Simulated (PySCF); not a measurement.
Geometries of 2 isomers of C3H11GeN, from PBE0-D3(BJ)/def2-SVP geometry optimisation, gas phase in PySCF 2.14.0. One conformer each, no zero-point energy, no frequencies.

Question: Which is lower in electronic energy at this level?
A.
```xyz
16
angstrom
Ge     0.011   -0.035    0.141
N      0.105   -0.217    1.978
H     -0.800   -0.246    2.441
H      0.659    0.504    2.436
C      1.854   -0.021   -0.495
H      1.886   -0.044   -1.594
H      2.392   -0.900   -0.109
H      2.384    0.884   -0.159
C     -0.904    1.600   -0.440
H     -0.942    1.653   -1.540
H     -0.378    2.493   -0.071
H     -1.937    1.628   -0.061
C     -0.948   -1.600   -0.518
H     -1.984   -1.611   -0.146
H     -0.450   -2.519   -0.178
H     -0.982   -1.602   -1.617
```
B.
```xyz
16
angstrom
Ge     0.565    1.141    0.291
H      0.209    1.119    1.804
H      2.094    0.982    0.165
C     -0.066    2.805   -0.500
H      0.433    3.664   -0.030
H     -1.150    2.919   -0.357
H      0.152    2.814   -1.578
N     -0.167   -0.236   -0.680
C      0.196   -1.617   -0.446
C     -0.469   -2.278    0.756
H     -1.158   -0.125   -0.879
H     -0.026   -2.209   -1.354
H      1.292   -1.667   -0.330
H     -0.219   -1.752    1.690
H     -0.153   -3.328    0.862
H     -1.567   -2.268    0.652
```

Answer: A. That is Ge(NH2)Me3, `[Ge]([CH3])([CH3])([CH3])[NH2]`, 18.6 kcal/mol below the other.

```json
{"SMILES": "[CH3][Ge]([CH3])([CH3])[NH2]", "atoms numbered as above": "–", "E (Eh)": "-2251.87424", "relative (kcal/mol)": "0.0", "relative (kJ/mol)": "0.0", "dipole (D)": "1.05"}
{"SMILES": "[H][Ge]([H])([CH3])[NH]CC", "atoms numbered as above": "–", "E (Eh)": "-2251.84459", "relative (kcal/mol)": "18.6", "relative (kJ/mol)": "77.9", "dipole (D)": "0.85"}
```
